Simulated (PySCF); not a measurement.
Point-charge models of Mo(CH)Cl3 (`[CH]#[Mo]([Cl])([Cl])[Cl]`) against its computed dipole.

Coordinates (PBE0-D3(BJ)/def2-SVP, Å) and charges (e) from the PBE0/pcSseg-1 (def2-TZVP on Mo) density (PySCF):

| atom | x | y | z | Mulliken | ESP-fitted |
| --- | --- | --- | --- | --- | --- |
| Mo1 | -0.045 | -0.001 | -0.481 | +0.9353 | +0.5611 |
| C2 | 0.122 | 0.004 | 1.209 | -0.2735 | -0.4571 |
| H3 | 0.232 | 0.006 | 2.297 | +0.1223 | +0.3154 |
| Cl4 | 2.084 | -0.006 | -1.223 | -0.2623 | -0.1397 |
| Cl5 | -1.195 | 1.890 | -0.907 | -0.2610 | -0.1400 |
| Cl6 | -1.198 | -1.893 | -0.894 | -0.2608 | -0.1397 |

Q: Form Σ q r in debye for every column and set it beside the full dipole.

A: The full density gives (0.16, 0.00, 1.51) D, 1.52 D in size; dipole vectors point from the negative to the positive end.

```tsv
scheme	μx	μy	μz	size (D)	share of the full size (%)	angle to the full dipole (°)
Mulliken	0.15	0.00	1.40	1.41	93	0
ESP-fitted	0.17	0.00	1.56	1.57	103	0
```

Q: Which set comes closest?

A: Length of the difference vector: ESP-fitted 0.05 D, Mulliken 0.11 D. Closest: ESP-fitted. ESP charges are fitted to the potential around the molecule, whose slowest-falling term is the dipole's. The schemes that divide the density aren't constrained to reproduce the dipole.

Q: With the origin at the mean of the coordinates, (0.000, 0.000, 0.000) Å, which are the largest single terms, by size, of the Mulliken dipole along the direction of the full one?

A: Mo1 -2.17, C2 -1.60, H3 +1.36, Cl5 +1.28, Cl6 +1.28 D; all 6 atoms together +1.41 D. The single terms depend on the origin, their sum doesn't.

Q: Give the size of the full dipole in other units.

A: 1.52 D = 0.597 au = 0.316 e·Å = 5.06 × 10⁻³⁰ C·m.

Isolated species at its PBE0-D3(BJ)/def2-SVP geometry, gas phase. Atoms past krypton carry effective core potentials; spin–orbit coupling is left out.
